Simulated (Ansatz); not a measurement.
Consider the redistribution: `N[SiH2][SiH](O)F` + `F[Si]Br` → `N[SiH2][SiH](F)Br` + `O[Si]F`.

Gas-phase electronic energies from Ansatz, PBE0-D4/def2-TZVP geometries. CBS: MP2 limit from def2 TZ/QZ plus the TZ coupled-cluster correction, frozen cores. This one scheme is used for every species. DFT in def2-TZVPP. B3LYP here is the variant with VWN-RPA as its local correlation; programs differ in this. For Br outer-core shells are correlated without core-valence functions, which leaves a few kJ/mol of doubt a bond. Scalar relativity is left out up to krypton. One conformer a species, not always the lowest.

`N[SiH2][SiH](O)F`:

Z-matrix (Å, degrees):
```
Si
Si 1 2.354
N 1 1.742 2 102.5
H 1 1.494 2 113.3 3 -124.8
H 1 1.487 2 111.7 3 113.4
F 2 1.603 1 109.5 3 -122.2
O 2 1.639 1 104.4 3 -3.4
H 2 1.481 1 119.2 3 116.1
H 3 1.010 1 118.0 2 -71.6
H 3 1.009 1 117.8 2 153.6
H 7 0.964 2 113.6 1 -22.5
```

`F[Si]Br`:

Cartesian coordinates in Å:
```
F 1.011 -0.949 0.288
Si -0.430 -0.633 -0.338
Br -0.580 1.583 0.050
```

`N[SiH2][SiH](F)Br`:

Cartesian coordinates in Å:
```
N 1.139 0.945 0.925
Si -0.147 0.945 -0.206
Si -0.866 -1.277 -0.400
F -1.696 -1.755 0.878
Br 0.975 -2.528 -0.512
H 1.460 1.800 1.348
H 1.877 0.264 0.852
H -1.234 1.820 0.305
H 0.171 1.395 -1.597
H -1.679 -1.609 -1.594
```

`O[Si]F`:

Z-matrix (Å, degrees):
```
O
Si 1 1.637
H 1 0.963 2 120.3
F 2 1.620 1 101.6 3 0.0
```

```json
{"level": "r2SCAN-D4", "ΔE (kcal/mol)": "-3.3", "difference from CCSD(T)/CBS": "1.2"}
{"level": "B2PLYP", "ΔE (kcal/mol)": "-3.7", "difference from CCSD(T)/CBS": "0.8"}
{"level": "PBE0", "ΔE (kcal/mol)": "-3.5", "difference from CCSD(T)/CBS": "1.0"}
{"level": "B3LYP", "ΔE (kcal/mol)": "-3.1", "difference from CCSD(T)/CBS": "1.4"}
{"level": "HF/def2-TZVPP", "ΔE (kcal/mol)": "-4.9", "difference from CCSD(T)/CBS": "-0.4"}
{"level": "CCSD/def2-TZVPP", "ΔE (kcal/mol)": "-4.5", "difference from CCSD(T)/CBS": "0.0"}
{"level": "CCSD(T)/def2-TZVPP", "ΔE (kcal/mol)": "-4.1", "difference from CCSD(T)/CBS": "0.4"}
{"level": "HF/def2-QZVPP", "ΔE (kcal/mol)": "-5.0", "difference from CCSD(T)/CBS": "-0.5"}
{"level": "MP2/def2-QZVPP", "ΔE (kcal/mol)": "-5.1", "difference from CCSD(T)/CBS": "-0.6"}
{"level": "SCS-MP2/def2-QZVPP", "ΔE (kcal/mol)": "-4.9", "difference from CCSD(T)/CBS": "-0.4"}
{"level": "CCSD(T)/CBS", "ΔE (kcal/mol)": "-4.5", "difference from CCSD(T)/CBS": "0"}
```

Largest T1 diagnostic among the species: 0.015.

From PBE to PBE0 (25 % exact exchange), in def2-TZVPP and without D4, ΔE moves by −0.9 kcal/mol.
